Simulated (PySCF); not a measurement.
Cl$_{2}$Hg, charge +1, doublet, at a GFN2-xTB geometry (such geometries of metal compounds can be far from the true shape) (a state made from the parent by changing its charge; the spin is typed, not shown lowest) (core potentials on Hg); SVWN5/def2-SV(P) run with PySCF.

Input for PySCF:
```python
from pyscf import gto, scf, dft

mol = gto.M(
    atom='''
Hg    0.00000000    0.00000000    0.00000000
Cl   -0.00000000   -0.00000000   -2.41313779
Cl    0.00000000    0.00000000    2.41313779
''',
    basis='def2-sv(p)',
    ecp={'Hg': 'def2-sv(p)'},
    charge=1,
    spin=1,
    verbose=4,
)

mf = dft.UKS(mol)
mf.xc = 'lda,vwn'
mf.kernel()
mf.analyze()
```

Problem. What does PySCF print? Leave out banner, timings and long lists.

Solution. 
```
PySCF version 2.14.0

[INPUT] verbose = 4
[INPUT] num. atoms = 3
[INPUT] num. electrons = 53
[INPUT] charge = 1
[INPUT] spin (= nelec alpha-beta = 2S) = 1
[INPUT] symmetry False subgroup None
[INPUT] Mole.unit = angstrom
[INPUT] Symbol           X                Y                Z      unit          X                Y                Z       unit  Magmom
[...]
nuclear repulsion = 180.804681859273
number of shells = 27
number of NR pGTOs = 122
number of NR cGTOs = 61
basis = def2-sv(p)
ecp = {'Hg': 'def2-sv(p)'}

******** <class 'pyscf.dft.uks.UKS'> ********
method = UKS
initial guess = minao
damping factor = 0
level_shift factor = 0
DIIS = <class 'pyscf.scf.diis.CDIIS'>
diis_start_cycle = 1
diis_space = 8
diis_damp = 0
SCF conv_tol = 1e-09
SCF conv_tol_grad = None
SCF max_cycles = 50
direct_scf = True
direct_scf_tol = 1e-13
number electrons alpha = 27  beta = 26
XC library pyscf.dft.libxc version 7.1.2
    S. Lehtola, C. Steigemann, M. J. T. Oliveira, and M. A. L. Marques,  SoftwareX 7, 1–5 (2018)
XC functionals = lda,vwn
    P. A. M. Dirac,  Math. Proc. Cambridge Philos. Soc. 26, 376 (1930)
    F. Bloch,  Z. Phys. 57, 545 (1929)
    S. H. Vosko, L. Wilk, and M. Nusair,  Can. J. Phys. 58, 1200 (1980)
radial grids:
    Treutler-Ahlrichs [JCP 102, 346 (1995); DOI:10.1063/1.469408] (M4) radial grids

becke partition: Becke, JCP 88, 2547 (1988); DOI:10.1063/1.454033
pruning grids: <function nwchem_prune>
grids dens level: 3
symmetrized grids: False
atomic radii adjust function: <function treutler_atomic_radii_adjust>
small_rho_cutoff = 0
Set gradient conv threshold to 3.16228e-05
tot grids = 61504
init E= -1058.92581445382

cycle= 1 E= -1068.8216693686  delta_E= -9.9  |g|= 1.49  |ddm|= 11.3
cycle= 2 E= -1055.4887125944  delta_E= 13.3  |g|= 4.29  |ddm|= 6.38
cycle= 3 E= -1070.03462375357  delta_E= -14.5  |g|= 0.239  |ddm|= 4.66
cycle= 4 E= -1070.02428799176  delta_E= 0.0103  |g|= 0.263  |ddm|= 1.36

cycle= 5 E= -1070.06920374339  delta_E= -0.0449  |g|= 0.04  |ddm|= 0.506
cycle= 6 E= -1070.06855540754  delta_E= 0.000648  |g|= 0.0493  |ddm|= 1.11

cycle= 7 E= -1070.06943258087  delta_E= -0.000877  |g|= 0.0335  |ddm|= 0.0201
cycle= 8 E= -1070.06877140727  delta_E= 0.000661  |g|= 0.0457  |ddm|=  1.1

cycle= 9 E= -1070.06942274915  delta_E= -0.000651  |g|= 0.0337  |ddm|= 0.0137

cycle= 10 E= -1070.06896339371  delta_E= 0.000459  |g|= 0.0403  |ddm|=  1.1
cycle= 11 E= -1070.06930885883  delta_E= -0.000345  |g|= 0.0358  |ddm|= 0.0245

[...]
SCF not converged.
Total Energy =                       -1070.068749826935800
[...]
                             alpha | beta                alpha | beta
[...]
spin_pop of  0 Hg 5s       -0.00003
spin_pop of  0 Hg 6s       -0.01823
spin_pop of  0 Hg 7s       -0.00065
spin_pop of  0 Hg 8s       -0.00000
spin_pop of  0 Hg 9s       -0.00001
spin_pop of  0 Hg 10s       -0.00020
spin_pop of  0 Hg 5px      -0.00004
spin_pop of  0 Hg 5py      -0.00004
spin_pop of  0 Hg 5pz      -0.00012
spin_pop of  0 Hg 6px      -0.00157
spin_pop of  0 Hg 6py      -0.00099
spin_pop of  0 Hg 6pz      -0.00079
spin_pop of  0 Hg 7px      -0.00180
spin_pop of  0 Hg 7py      -0.00116
spin_pop of  0 Hg 7pz       0.00005
spin_pop of  0 Hg 5dxy      0.00197
spin_pop of  0 Hg 5dyz      0.00489
spin_pop of  0 Hg 5dz^2     0.00055
spin_pop of  0 Hg 5dxz      0.00055
spin_pop of  0 Hg 5dx2-y2    0.05836
spin_pop of  0 Hg 6dxy     -0.00007
spin_pop of  0 Hg 6dyz     -0.00002
spin_pop of  0 Hg 6dz^2    -0.00056
spin_pop of  0 Hg 6dxz     -0.00056
spin_pop of  0 Hg 6dx2-y2    0.00580
spin_pop of  1 Cl 1s       -0.00000
spin_pop of  1 Cl 2s       -0.00000
spin_pop of  1 Cl 3s        0.00025
spin_pop of  1 Cl 4s       -0.00006
spin_pop of  1 Cl 2px      -0.00000
spin_pop of  1 Cl 2py       0.00003
spin_pop of  1 Cl 2pz      -0.00000
spin_pop of  1 Cl 3px       0.03985
spin_pop of  1 Cl 3py       0.42790
spin_pop of  1 Cl 3pz       0.00884
spin_pop of  1 Cl 4px       0.00041
spin_pop of  1 Cl 4py       0.00102
spin_pop of  1 Cl 4pz      -0.00001
spin_pop of  1 Cl 3dxy      0.00002
spin_pop of  1 Cl 3dyz      0.00001
spin_pop of  1 Cl 3dz^2    -0.00003
spin_pop of  1 Cl 3dxz      0.00002
spin_pop of  1 Cl 3dx2-y2    0.00004
spin_pop of  2 Cl 1s       -0.00000
spin_pop of  2 Cl 2s       -0.00000
spin_pop of  2 Cl 3s        0.00025
spin_pop of  2 Cl 4s       -0.00006
spin_pop of  2 Cl 2px      -0.00000
spin_pop of  2 Cl 2py       0.00003
spin_pop of  2 Cl 2pz      -0.00000
spin_pop of  2 Cl 3px       0.03967
spin_pop of  2 Cl 3py       0.42618
spin_pop of  2 Cl 3pz       0.00885
spin_pop of  2 Cl 4px       0.00041
spin_pop of  2 Cl 4py       0.00102
spin_pop of  2 Cl 4pz      -0.00001
spin_pop of  2 Cl 3dxy      0.00002
spin_pop of  2 Cl 3dyz      0.00001
spin_pop of  2 Cl 3dz^2    -0.00003
spin_pop of  2 Cl 3dxz      0.00002
spin_pop of  2 Cl 3dx2-y2    0.00004
In total            27.00000 | 26.00000

WARN: System has nonzero charge 1; the dipole moment is origin-dependent.
Location of origin: [0. 0. 0.]

Dipole moment(X, Y, Z, Debye):  0.00000, -0.00000, -0.02112
```

The run did not converge; its last values are not results.
